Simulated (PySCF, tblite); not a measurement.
Bond stretch in BrLi, singlet.

Computed with: GFN2-xTB, 300 K electronic temperature (tblite); UKS-LDA (SVWN5)/6-31G* = PySCF with unrestricted LDA (SVWN5)/6-31G*, spherical d; RMP2/3-21G = restricted MP2 (frozen core)/3-21G in PySCF 2.14.0.

Total energies in hartree (comparable only within one method and basis):

```csv
R / Å,GFN2-xTB,UKS-LDA (SVWN5)/6-31G*,RMP2/3-21G
1.80,-4.37045,-2577.71755,-2567.52184
1.95,-4.40609,-2577.74062,-2567.55320
2.08,-4.41809,-2577.74876,-2567.56609
2.17,-4.42058,-2577.75032,-2567.56984
2.24,-4.42044,-2577.74991,-2567.57064
2.38,-4.41682,-2577.74615,-2567.56831
2.42,-4.41525,-2577.74456,-2567.56692
2.50,-4.41168,-2577.74088,-2567.56347
2.59,-4.40720,-2577.73618,-2567.55874
2.69,-4.40193,-2577.73049,-2567.55279
2.78,-4.39708,-2577.72515,-2567.54703
2.94,-4.38858,-2577.71546,-2567.53632
3.13,-4.37907,-2577.70414,-2567.52347
3.34,-4.36896,-2577.69230,-2567.50974
3.62,-4.35657,-2577.67805,-2567.49285
4.00,-4.34239,-2577.66181,-2567.47308
4.40,-4.33095,-2577.64849,-2567.45614
4.93,—,-2577.63693,-2567.43852
5.47,—,-2577.62979,-2567.42476
6.19,—,-2577.62416,-2567.41200
7.26,—,-2577.61968,-2567.40350
8.51,—,-2577.61694,-2567.40349
```

Dashes: no converged value, or the column stops at the first point that the program doubted or that broke a chosen test of continuity, which isn't proof of a fault.

The unrestricted determinant behind UKS-LDA (SVWN5)/6-31G* is spin-contaminated at 4.40 to 8.51 Å (<S²> up to 0.5, against 0.00 for a pure singlet). The restricted form behind RMP2/3-21G keeps the bonding electrons paired and can't separate into open-shell fragments.
